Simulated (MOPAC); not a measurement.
A run for MOPAC: PM3 on GeH3NO (SMILES [NH2][Ge][OH]), a point of a torsion scan.

```
PM3 1SCF PRECISE CHARGE=0 THREADS=1
GeH3NO

N     -1.05077265 1    -0.03901183 1     0.22295236 1
Ge     0.37955134 1    -1.06112224 1     0.68871313 1
O      1.59581255 1    -0.07487111 1    -0.20701125 1
H     -2.01698618 1    -0.26206107 1     0.40378399 1
H     -0.99135797 1     0.77483159 1    -0.37092001 1
H      2.33579668 1     0.35372572 1     0.21030190 1
```

The log:

```
*******************************************************************************
 **                                                                           **
 **                              MOPAC v23.2.5                                **
 **                                                                           **
 *******************************************************************************
 ** MOPAC's Digital Object Identifier: https://doi.org/10.5281/zenodo.6511958 **
 **                                                                           **
 ** Please cite the open-source release paper for use of this MOPAC version:  **
 ** J. E. Moussa and J. J. P. Stewart (2026)                                  **
 ** MOPAC: An open-source semiempirical molecular orbital program             **
 ** J. Open Source Softw., 11(119), 8025, https://doi.org/10.21105/joss.08025 **
 *******************************************************************************

                              PM3 CALCULATION RESULTS

 *******************************************************************************
 *  PM3        - The PM3 Hamiltonian to be used
 *
 *
 *
 *                 CHARGE ON SYSTEM = 0
 *
 *
 *
 *  PRECISE    - TIGHTER CRITERIA TO BE USED
 *  1SCF       - DO 1 SCF AND THEN STOP
 *  THREADS=1  - MULTI-THREADING NOT USED
 *  T=         - A TIME OF 172800.0 SECONDS REQUESTED
 *  DUMP=N     - RESTART FILE WRITTEN EVERY 7200.0 SECONDS REQUESTED
 *******************************************************************************
PM3 1SCF PRECISE CHARGE=0 THREADS=1
 GeH3NO

   ATOM   CHEMICAL          X               Y               Z
  NUMBER   SYMBOL      (ANGSTROMS)     (ANGSTROMS)     (ANGSTROMS)

     1       N         -1.05077265  *  -0.03901183  *   0.22295236  *
     2      Ge          0.37955134  *  -1.06112224  *   0.68871313  *
     3       O          1.59581255  *  -0.07487111  *  -0.20701125  *
     4       H         -2.01698618  *  -0.26206107  *   0.40378399  *
     5       H         -0.99135797  *   0.77483159  *  -0.37092001  *
     6       H          2.33579668  *   0.35372572  *   0.21030190  *



          CARTESIAN COORDINATES

    NO.       ATOM           X           Y           Z

     1         N         -1.0508     -0.0390      0.2230
     2        Ge          0.3796     -1.0611      0.6887
     3         O          1.5958     -0.0749     -0.2070
     4         H         -2.0170     -0.2621      0.4038
     5         H         -0.9914      0.7748     -0.3709
     6         H          2.3358      0.3537      0.2103

  H: (PM3): J. J. P. STEWART, J. COMP. CHEM. 10, 209 (1989).
  N: (PM3): J. J. P. STEWART, J. COMP. CHEM. 10, 209 (1989).
  O: (PM3): J. J. P. STEWART, J. COMP. CHEM. 10, 209 (1989).
 Ge: (PM3): J. J. P. STEWART, J. COMP. CHEM. 12, 320-341 (1991).

           Empirical Formula: H3 N O Ge  =     6 atoms



      MOLECULAR POINT GROUP   :   C1


      RHF CALCULATION, NO. OF DOUBLY OCCUPIED LEVELS = 9


 -------------------------------------------------------------------------------
 PM3 1SCF PRECISE CHARGE=0 THREADS=1
 GeH3NO



     1SCF WAS SPECIFIED, SO BFGS WAS NOT USED
     SCF FIELD WAS ACHIEVED


                              PM3 CALCULATION
                                                       MOPAC v23.2.5 Linux




          FINAL HEAT OF FORMATION =        -56.37370 KCAL/MOL =    -235.86754 KJ/MOL


          COSMO AREA              =         98.96 SQUARE ANGSTROMS
          COSMO VOLUME            =         85.42 CUBIC ANGSTROMS

          IONIZATION POTENTIAL    =          9.053459 EV
          HOMO LUMO ENERGIES (EV) =         -9.053 -0.010
          NO. OF FILLED LEVELS    =          9
          MOLECULAR WEIGHT        =        105.6198         POINT GROUP:  C1

          MOLECULAR DIMENSIONS (Angstroms)

            Atom       Atom       Distance
            H     6    H     4     4.40038
            H     5   Ge     2     2.29457
            O     3    H     4     0.55044


          SCF CALCULATIONS        =          1





   ATOM   CHEMICAL          X               Y               Z
  NUMBER   SYMBOL      (ANGSTROMS)     (ANGSTROMS)     (ANGSTROMS)

     1       N         -1.05077265  *  -0.03901183  *   0.22295236  *
     2      Ge          0.37955134  *  -1.06112224  *   0.68871313  *
     3       O          1.59581255  *  -0.07487111  *  -0.20701125  *
     4       H         -2.01698618  *  -0.26206107  *   0.40378399  *
     5       H         -0.99135797  *   0.77483159  *  -0.37092001  *
     6       H          2.33579668  *   0.35372572  *   0.21030190  *

                             CARTESIAN COORDINATES

   1    N       -1.050772650    -0.039011830     0.222952360
   2   Ge        0.379551340    -1.061122240     0.688713130
   3    O        1.595812550    -0.074871110    -0.207011250
   4    H       -2.016986180    -0.262061070     0.403783990
   5    H       -0.991357970     0.774831590    -0.370920010
   6    H        2.335796680     0.353725720     0.210301900


           Empirical Formula: H3 N O Ge  =     6 atoms



      MOLECULAR POINT GROUP   :   C1


                  EIGENVALUES
 -34.63303 -27.32097 -16.60897 -14.90612 -14.23015 -12.32821 -11.29375  -9.27071
  -9.05346  -0.01009   1.47899   2.28502   4.92834   5.84449   6.09664


              NET ATOMIC CHARGES AND DIPOLE CONTRIBUTIONS

  ATOM NO.   TYPE          CHARGE      No. of ELECS.   s-Pop       p-Pop
    1          N          -0.328468        5.3285     1.43656     3.89191
    2         Ge           0.663012        3.3370     1.75697     1.58002
    3          O          -0.635717        6.6357     1.77485     4.86087
    4          H           0.049418        0.9506     0.95058
    5          H           0.042955        0.9570     0.95705
    6          H           0.208800        0.7912     0.79120
 DIPOLE           X         Y         Z       TOTAL
 POINT-CHG.    -0.347    -2.637     2.704     3.792
 HYBRID        -0.322     2.969    -1.693     3.433
 SUM           -0.669     0.332     1.011     1.257


          ATOMIC ORBITAL ELECTRON POPULATIONS

     Atom    s        px        py        pz
    1  N   1.43656   1.08894   1.27737   1.52560
    2 Ge   1.75697   0.48065   0.65496   0.44441
    3  O   1.77485   1.46098   1.73284   1.66705
    4  H   0.95058
    5  H   0.95705
    6  H   0.79120

 **********************
 *                    *
 * JOB ENDED NORMALLY *
 *                    *
 **********************




 == MOPAC DONE ==
```

The run finished.

Cost: around 0.010 core-seconds (rough).
